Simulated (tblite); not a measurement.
Computed with GFN2-xTB (tblite): harmonic, unscaled wavenumbers at the GFN2-xTB geometry, gas phase. Against measured fundamentals such values can be off by several per cent, at times by over 20. Modes of hydrogen on silicon can be 10 to 20 % off. One conformer each. Open shells enter through the occupations alone, without spin polarisation, and single modes of such species can be off by tens of per cent. Thermal functions are those of the rigid rotor and harmonic oscillator, without mixing of conformers.

Problem. Order these by their heat capacity Cp at 200 K, highest first (cal/(mol K)).
A. `C=C1[SiH2]SC(C)(C)C1=O`
B. `C=C1C=C(C)[SiH2]C1`
C. `C=C(C)[SiH2]C1C=C1`
D. `CC(=S)C1=NC[C]=N1` [radical]
E. `CC(C)P1(=O)CCC1`
F. `CC(C)[P@@]1(=O)C[C@H]1C`

Solution. A (32.2), F (30.4), E (28.5), C (26.9), B (24.2), D (22.2).

| SMILES | atoms | mass (u) | symmetry number | modes under 300 cm⁻¹ | ZPE (kcal/mol) | S translation (cal/(mol K)) | S rotation | S vibration | S spin | S | Cp |
| --- | --- | --- | --- | --- | --- | --- | --- | --- | --- | --- | --- |
| C=C1[SiH2]SC(C)(C)C1=O | 19 | 158.02 | 1 | 8 | 88.5 | 39.1 | 28.5 | 20.1 | 0.0 | 87.7 | 32.2 |
| CC(C)[P@@]1(=O)C[C@H]1C | 21 | 132.07 | 1 | 9 | 111.6 | 38.6 | 27.7 | 19.7 | 0.0 | 86.0 | 30.4 |
| CC(C)P1(=O)CCC1 | 21 | 132.07 | 1 | 8 | 112.4 | 38.6 | 27.5 | 17.5 | 0.0 | 83.6 | 28.5 |
| C=C(C)[SiH2]C1C=C1 | 17 | 110.06 | 1 | 7 | 82.1 | 38.0 | 27.1 | 19.6 | 0.0 | 84.8 | 26.9 |
| C=C1C=C(C)[SiH2]C1 | 17 | 110.06 | 1 | 4 | 84.3 | 38.0 | 26.9 | 12.7 | 0.0 | 77.7 | 24.2 |
| CC(=S)C1=NC[C]=N1 | 13 | 125.02 | 1 | 5 | 55.6 | 38.4 | 27.4 | 14.2 | 1.4 | 81.3 | 22.2 |

Entropies and Cp are for 200 K and 1 bar.
